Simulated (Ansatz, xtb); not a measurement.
**CH6ClGaSi: where a starting geometry ends**

The starting geometry of this gas-phase singlet was built from a drawn formula by distance geometry; its bonds are those of `[CH3][GaH][SiH2]Cl`.

| atom | x (Å) | y (Å) | z (Å) |
| --- | --- | --- | --- |
| C | 0.3482 | 1.5228 | 2.7823 |
| Cl | 3.5298 | 0.1807 | -0.1753 |
| Ga | 0.0842 | 0.7571 | 0.8070 |
| Si | 1.7961 | -0.8850 | 0.3161 |
| H | -0.5473 | 2.1099 | 3.0901 |
| H | 1.2573 | 2.1351 | 2.8854 |
| H | 0.3880 | 0.6007 | 3.4560 |
| H | -0.3001 | 1.6934 | -0.3085 |
| H | 2.1026 | -1.4528 | 1.6711 |
| H | 1.5598 | -1.9819 | -0.6485 |

Q: Predict what it relaxes into with r2SCAN-D4/def2-SVP.

A: It keeps its bonds, and is `[CH3][GaH][SiH2]Cl`.

The energy falls by 0.58 eV over 16 steps:

| step | E − E(last) (eV) |
| --- | --- |
| 1 | 0.584 |
| 3 | 0.032 |
| 4 | 0.020 |
| 6 | 0.003 |
| 8 | 0.002 |
| 9 | 0.001 |
| 11 | 0.000 |
| 13 | 0.000 |
| 14 | 0.000 |
| 16 | 0.000 |

Final geometry (Å):

```xyz
10

C     0.3156    1.5719    2.7541
Cl    3.4505    0.2728    0.0003
Ga    0.3101    0.8156    0.9420
Si    1.7975   -0.9878    0.4064
H    -0.5675    2.2001    2.9447
H     1.2077    2.2161    2.8480
H     0.3904    0.7984    3.5333
H    -0.4585    1.5218   -0.2297
H     2.2172   -1.9217    1.4962
H     1.5558   -1.8072   -0.8194
```

From the same start GFN2-xTB ends elsewhere, differing in Cl2–Ga3 (2.29 against 3.32 Å here).

The end wasn't checked by frequencies. Run with Ansatz 0.2.0, 46 s on 2 threads of Intel(R) Xeon(R) Platinum 8259CL CPU @ 2.50GHz (Skylake/Cascade Lake) (shared host).
